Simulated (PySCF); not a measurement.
CS2, triplet, at a GFN2-xTB geometry (a higher spin typed on purpose: for a closed-shell molecule this is an excited state); M062X/3-21G (PySCF).

PySCF was given this input:
```python
from pyscf import gto, scf, dft

mol = gto.Mole()
mol.atom = '''
    S    -1.458793    0.087197    0.139066
    C    -0.017193   -0.124188   -0.584844
    S     1.465240   -0.040627    0.080250
'''
mol.basis = '3-21g'
mol.charge = 0
mol.spin = 2
mol.verbose = 4
mol.build()

mf = dft.UKS(mol)
mf.xc = 'm062x'
mf.grids.becke_scheme = dft.gen_grid.stratmann
mf.kernel()
mf.analyze()
```

Task: Write the output that PySCF gives for this input, abridged.

Result: 
```
PySCF version 2.14.0

[INPUT] verbose = 4
[INPUT] num. atoms = 3
[INPUT] num. electrons = 38
[INPUT] charge = 0
[INPUT] spin (= nelec alpha-beta = 2S) = 2
[INPUT] symmetry False subgroup None
[INPUT] Mole.unit = angstrom
[INPUT] Symbol           X                Y                Z      unit          X                Y                Z       unit  Magmom
[...]
nuclear repulsion = 108.725776386082
number of shells = 19
number of NR pGTOs = 69
number of NR cGTOs = 35
basis = 3-21g
ecp = {}

******** <class 'pyscf.dft.uks.UKS'> ********
method = UKS
initial guess = minao
damping factor = 0
level_shift factor = 0
DIIS = <class 'pyscf.scf.diis.CDIIS'>
diis_start_cycle = 1
diis_space = 8
diis_damp = 0
SCF conv_tol = 1e-09
SCF conv_tol_grad = None
SCF max_cycles = 50
direct_scf = True
direct_scf_tol = 1e-13
number electrons alpha = 20  beta = 18
XC library pyscf.dft.libxc version 7.1.2
    S. Lehtola, C. Steigemann, M. J. T. Oliveira, and M. A. L. Marques,  SoftwareX 7, 1–5 (2018)
XC functionals = m062x
    Y. Zhao and D. G. Truhlar,  Theor. Chem. Acc. 120, 215 (2008)
    Y. Zhao and D. G. Truhlar,  Theor. Chem. Acc. 120, 215 (2008)
radial grids:
    Treutler-Ahlrichs [JCP 102, 346 (1995); DOI:10.1063/1.469408] (M4) radial grids

becke partition: Stratmann, Scuseria, Frisch. CPL, 257, 213 (1996); DOI:10.1016/0009-2614(96)00600-8
pruning grids: <function nwchem_prune>
grids dens level: 3
symmetrized grids: False
atomic radii adjust function: <function treutler_atomic_radii_adjust>
small_rho_cutoff = 0
Set gradient conv threshold to 3.16228e-05
tot grids = 51880
init E= -830.015989378884

cycle= 1 E= -830.102586502575  delta_E= -0.0866  |g|= 0.217  |ddm|= 1.78
cycle= 2 E= -830.07945640602  delta_E= 0.0231  |g|= 0.333  |ddm|= 0.714
cycle= 3 E= -830.137487353955  delta_E= -0.058  |g|= 0.0171  |ddm|= 0.314
cycle= 4 E= -830.137848103588  delta_E= -0.000361  |g|= 0.0065  |ddm|= 0.0615
cycle= 5 E= -830.137899768143  delta_E= -5.17e-05  |g|= 0.0013  |ddm|= 0.0236
cycle= 6 E= -830.137904443075  delta_E= -4.67e-06  |g|= 0.000399  |ddm|= 0.00901
cycle= 7 E= -830.137904915507  delta_E= -4.72e-07  |g|= 7.36e-05  |ddm|= 0.00314
cycle= 8 E= -830.137904931332  delta_E= -1.58e-08  |g|= 4.71e-05  |ddm|= 0.00052
cycle= 9 E= -830.13790493316  delta_E= -1.83e-09  |g|= 1.41e-05  |ddm|= 8.75e-05
cycle= 10 E= -830.137904933509  delta_E= -3.49e-10  |g|= 2.72e-06  |ddm|= 4.26e-05
Extra cycle  E= -830.13790493353  delta_E= -2.06e-11  |g|= 1.67e-06  |ddm|= 9.09e-06
converged SCF energy = -830.13790493353  <S^2> = 2.0034162  2S+1 = 3.0022766
**** SCF Summaries ****
Total Energy =                        -830.137904933529740
Nuclear Repulsion Energy =             108.725776386081662
One-electron Energy =                -1361.465366889798588
Two-electron Energy =                  422.601685570187215
Two-electron Coulomb Energy =          479.168826570154636
DFT Exchange-Correlation Energy =      -56.567140999967421
**** MO energy ****
                             alpha | beta                alpha | beta
[...]
To work with the spin densities directly, `use mulliken_meta_spin()` only printing them here.

 ** Mulliken spin pop alpha/beta on meta-lowdin orthogonal AOs **
 ** Mulliken Spin Density (per AO)  **
spin_pop of  0 S 1s        0.00000
spin_pop of  0 S 2s        0.00001
spin_pop of  0 S 3s        0.00398
spin_pop of  0 S 4s        0.00226
spin_pop of  0 S 2px       0.00004
spin_pop of  0 S 2py       0.00001
spin_pop of  0 S 2pz       0.00007
spin_pop of  0 S 3px       0.19430
spin_pop of  0 S 3py       0.01352
spin_pop of  0 S 3pz       0.50529
spin_pop of  0 S 4px       0.00301
spin_pop of  0 S 4py       0.00038
spin_pop of  0 S 4pz       0.00104
spin_pop of  1 C 1s        0.00001
spin_pop of  1 C 2s        0.13136
spin_pop of  1 C 3s        0.00299
spin_pop of  1 C 2px      -0.00599
spin_pop of  1 C 2py       0.02755
spin_pop of  1 C 2pz       0.39390
spin_pop of  1 C 3px       0.00040
spin_pop of  1 C 3py      -0.00004
spin_pop of  1 C 3pz       0.00198
spin_pop of  2 S 1s        0.00000
spin_pop of  2 S 2s        0.00001
spin_pop of  2 S 3s        0.00398
spin_pop of  2 S 4s        0.00226
spin_pop of  2 S 2px       0.00003
spin_pop of  2 S 2py       0.00001
spin_pop of  2 S 2pz       0.00007
spin_pop of  2 S 3px       0.16348
spin_pop of  2 S 3py       0.02326
spin_pop of  2 S 3pz       0.52637
spin_pop of  2 S 4px       0.00300
spin_pop of  2 S 4py       0.00038
spin_pop of  2 S 4pz       0.00105
 ** Mulliken Spin Density (per atom)  **
spin density of  0 S =      0.72393
spin density of  1 C =      0.55216
spin density of  2 S =      0.72391
 ** Mulliken pop alpha/beta on meta-lowdin orthogonal AOs **
 ** Mulliken pop       alpha | beta **
[...]
In total            20.00000 | 18.00000
 ** Mulliken atomic charges   ( Nelec_alpha | Nelec_beta ) **
charge of  0S =      0.14793  (     8.28800      7.56407 )
charge of  1C =     -0.29580  (     3.42398      2.87182 )
charge of  2S =      0.14788  (     8.28802      7.56410 )
Dipole moment(X, Y, Z, Debye):  0.02095,  0.15309,  0.71974
```
